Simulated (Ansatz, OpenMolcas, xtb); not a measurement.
## SiHCl2O (SMILES [O][SiH](Cl)Cl): the vertical ionisation energy, rung by rung

The species is SiHCl2O (5 atoms), meant as a doublet with charge 0. As SMILES, `[O][SiH](Cl)Cl`. The coordinates come from a PBE0-D4/def2-TZVP relaxation.

Each level gives the vertical ionisation energy (to the singlet cation) (eV). The values are calculated.

| level | kind | program | value (eV) |
| --- | --- | --- | --- |
| GFN1-xTB | semi-empirical | xtb | 15.39 |
| UHF/6-311+G** | Hartree–Fock | OpenMolcas | 14.49 |
| USVWN5/6-311+G** | LDA | Ansatz | 12.04 |
| UBLYP/6-311+G** | GGA | Ansatz | 11.86 |
| U-r2SCAN/6-311+G** | meta-GGA | Ansatz | 12.68 |
| UPBE0/6-311+G** | global hybrid | Ansatz | 13.17 |
| UMP2/6-311+G** | perturbation theory | Ansatz | 14.37 |
| UCCSD/6-311+G** | coupled cluster or CI | Ansatz | 13.22 |

The values span 11.86 to 15.39 eV. The xTB values lack the empirical shift that such differences need.
